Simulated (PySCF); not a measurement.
**SeF₃: breathing scan**

These are results of UPBE/[Se def2-SVP, F def2-SVP], no relativity, density fitting, PySCF, not measurements.

Rigid scan from the doublet minimum (Se–F 1.757 Å, Se–F 1.831 Å (×2); F–Se–F 87.3° (×2), F–Se–F 174.6°). Coordinate: all bonds to the central atom scaled together. Energies in kJ/mol from the minimum.

```csv
scale of all bonds to the centre,E (kJ/mol),dipole size (D),⟨S²⟩
0.88,242.4,0.47,0.75
0.92,94.1,0.83,0.75
0.96,20.7,1.15,0.75
1.00,0.0,1.43,0.75
1.04,16.1,1.67,0.75
1.08,57.0,1.87,0.75
1.14,146.1,2.11,0.75
1.22,287.7,2.34,0.75
1.35,517.2,2.56,0.75
```

Other isomers or separated fragments may lie lower.
